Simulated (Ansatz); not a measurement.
C₂H₂FSi, SMILES `C#C[SiH]F` radical. Total charge 0; spin multiplicity 2.

```
atom   x (Å)   y (Å)   z (Å)
  C1  -0.482   0.074  -1.666
  C2  -0.099  -0.039  -0.525
 Si3   0.584  -0.379   1.112
  F4  -0.603  -0.592   2.162
  H5  -0.827   0.188  -2.669
  H6   1.427   0.749   1.586
```

Question: What are the harmonic wavenumbers in cm⁻¹ at PBE0-D4/def2-TZVP (Ansatz, finite differences of forces, unscaled)? (Best estimate.)

Answer: The calculation gave: 146, 235, 354, 639, 681, 702, 752, 775, 894, 2126, 2216, 3461.

Question: Is this a minimum?

Answer: Yes, all 12 modes are real.

Question: Give the ideal-gas thermochemistry at 298.15 K and 1 bar (rigid rotor, harmonic oscillator; point group C1, symmetry number 1).

Answer: Zero-point energy 77.6 kJ/mol; H(298) − E = 93.1 kJ/mol; entropy 302.6 J/(mol·K), of which translation 162.4, rotation 103.7, vibration 30.8, electronic 5.8; G(298) − E = 2.9 kJ/mol.
